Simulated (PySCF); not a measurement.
PySCF input file for C4H4F2O2, SMILES FC(F)=C1COCO1, PBE/pcSseg-1. The structure is a stationary point at B3LYP-D3(BJ)/def2-SVP. The structure was generated by enumeration, and PubChem lists no compound with its InChIKey, so it may never have been made. One conformer was computed; it need not be the lowest.

```python
import numpy as np
from pyscf import gto, scf, dft
from pyscf.prop.nmr import rks as nmr

mol = gto.M(
    atom='''
    F     1.48633845   -1.79326639    0.61868931
    C     1.23904320   -0.54099680    0.28679134
    F     2.34246701    0.19870666    0.26676605
    C     0.04150519   -0.03006270    0.01131913
    C    -0.28847450    1.39170835   -0.39130008
    O    -1.70196583    1.40903446   -0.26900967
    C    -2.12038870    0.09757791   -0.49864289
    O    -1.12006314   -0.74848012    0.05792263
    H     0.03256981    1.60602675   -1.43060462
    H     0.14337537    2.15405710    0.27328736
    H    -2.21276972   -0.11855771   -1.58491013
    H    -3.07630392   -0.08428360    0.01282063
    ''',
    basis='pcSseg-1',
    charge=0,
    spin=0,
    max_memory=1600,
    verbose=3,
)
mf = dft.RKS(mol, xc='pbe')
mf.grids.level = 3
mf.conv_tol = 1e-10
mf.max_cycle = 100
mf.kernel()
n = nmr.NMR(mf)
n.verbose = 2
n.max_cycle_cphf = 60
sigma = n.kernel()
print('atom   isotropic/ppm   span/ppm')
for i, s in enumerate(sigma):
    w = np.linalg.eigvalsh((s + s.T) / 2)
    print(f'{mol.atom_symbol(i):2s}{i + 1:3d} {w.mean():14.3f} {w[2] - w[0]:11.3f}')
```

Output:

```
converged SCF energy = -504.333295798554
atom   isotropic/ppm   span/ppm
F   1        264.399      16.231
C   2         21.783      75.206
F   3        278.520      75.804
C   4         62.040      69.753
C   5        109.544      81.071
O   6        243.935     172.057
C   7         73.975      73.085
O   8        196.194     125.728
H   9         26.708       9.478
H  10         26.494       7.706
H  11         25.979      10.414
H  12         25.530       8.795
```

Self-consistency was reached.

Cost: about 40 core-seconds (a rough figure).
